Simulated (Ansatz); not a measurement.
## Ansatz (development build ahead of 0.2.0) run

```yaml
crystal:
  periodic: [false, false, false]
  atoms:
    - { symbol: Be, position_ang: [0.0, 0.0, 0.0] }
    - { symbol: C, position_ang: [0.0, 0.0, 3.096] }
    - { symbol: H, position_ang: [0.0, 2.2513, -0.397] }
    - { symbol: H, position_ang: [1.9496, -1.1256, -0.397] }
basis:
  gaussian: { orbitals: pcseg-2 }
magnetization:
  spin_polarized: true
  initial_magnetization: 2
hamiltonian:
  xc: pbe
```

The input is written out in the form of the current development build from the run's settings.

Output:

```json
{
 "Converged": "yes",
 "Total energy": "-53.49382 hartree",
 "Spin squared of the determinant": "2.243",
 "Stability test": "minimum"
}
```

Caution: the unrestricted determinant is spin contaminated; other spin multiplicities may lie lower.
